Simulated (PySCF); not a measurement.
Excitations are Tamm–Dancoff values on a coarser integration grid. The basis has no diffuse functions, so Rydberg states are missing or too high.

Cartesian coordinates (Å):
```xyz
9

C     -1.3893    -0.1770     0.0695
O     -0.0799    -0.7321    -0.1350
C      0.9218     0.1379    -0.0416
O      0.8284     1.3149     0.1932
O      2.0753    -0.5177    -0.2555
H     -1.4664     0.2562     1.0656
H     -2.0750    -1.0119    -0.0397
H     -1.5962     0.5903    -0.6750
H      2.7812     0.1392    -0.1815
```
Charge 0, multiplicity 1.

### Question
Estimate the HOMO, LUMO, S1 excitation (TDA), T1 excitation (TDA), HOMO–LUMO gap, dipole moment, S1–T1 gap (TDA) and total energy that M06-2X/def2-TZVP // B3LYP-D3(BJ)/def2-TZVP run with PySCF 2.14.0 returns for this input.

### Answer

```
Quantity                    Value
-------------------  ------------
HOMO                    -10.40 eV
LUMO                      1.57 eV
S1 excitation (TDA)       7.03 eV
T1 excitation (TDA)       6.67 eV
HOMO–LUMO gap            11.97 eV
dipole moment              0.67 D
S1–T1 gap (TDA)           0.36 eV
total energy         -304.3197 Ha
```
